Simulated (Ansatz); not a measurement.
Saddle point of SnHCl3, closed shell (SnCl₂ + HCl → SnCl₂ + HCl; bonds formed: Sn1–Cl5, Cl3–H4; bonds broken: Sn1–Cl3, H4–Cl5), PBE0-D4/def2-TZVP structure:

Sn1  (1.233, 0.243, -0.588)
Cl2  (1.318, -2.063, -0.090)
Cl3  (-1.334, 0.275, -1.181)
H4  (-1.061, 0.635, 0.311)
Cl5  (-0.156, 0.909, 1.549)
(Å)

Energies are electronic, without zero-point energy. Barriers and step energies count from the start structure reached by relaxing down the imaginary mode; all methods use the PBE0-D4 structures, on which another method's saddle can fall below an end. Program: Ansatz 0.2.0. Basis: def2-TZVPP, with def2-QZVPP for the basis limit. Cores are frozen in the correlated methods. Filled d shells of the heavier atoms are correlated. Core potentials replace the inner electrons of the atoms past krypton. The def2 sets are not built for correlating such inner shells, so the correlated values are less sure here. B3LYP uses VWN-RPA correlation. Extrapolation: Hartree–Fock as exp(−7.88 √X), correlation as X^−2.97.

```
      method  barrier (kJ/mol)  step energy (kJ/mol)
       SPW92             -12.5                  -0.1
      PBE-D4               2.2                   0.0
     BLYP-D4              11.9                   0.0
   r2SCAN-D4                 ?                   0.0
      B97M-V                 ?                   0.0
     PBE0-D4              11.9                   0.0
    B3LYP-D4              18.8                   0.0
  r2SCAN0-D4              14.5                   0.0
    BHLYP-D4              31.3                   0.0
CAM-B3LYP-D4              23.7                   0.0
     wB97X-V              25.7                   0.0
     wB97M-V              25.0                   0.0
      B2PLYP                 ?                   0.0
    PBE-QIDH              19.7                   0.0
  RPA on PBE              26.5                   0.0
          HF              60.5                   0.1
         MP2              20.8                   0.0
        CCSD              35.7                   0.0
     CCSD(T)              28.5                   0.0
```

Question: Fill in the withheld barriers. (An estimate is asked for; the value comes from the calculation.)

Answer: The calculation gives: B97M-V 21.3; B2PLYP 21.9; r2SCAN-D4 6.4 kJ/mol. Each is the energy of the saddle less that of the start structure, by the same method.

For comparison, the barrier by CCSD(T) at an estimated basis limit (MP2 extrapolated from triple and quadruple zeta, plus CCSD(T) − MP2 in triple zeta) is 23.0 kJ/mol.

No T1 diagnostic of these runs exceeds 0.013.

For scale, one of the runs: CCSD(T)/def2-TZVPP, 190 basis functions (an equivalent command: `ansatz run in.yaml --threads 4`). Hardware: 4 CPU threads, shared host. Wall time 53 s; peak host memory 2.1 GiB.
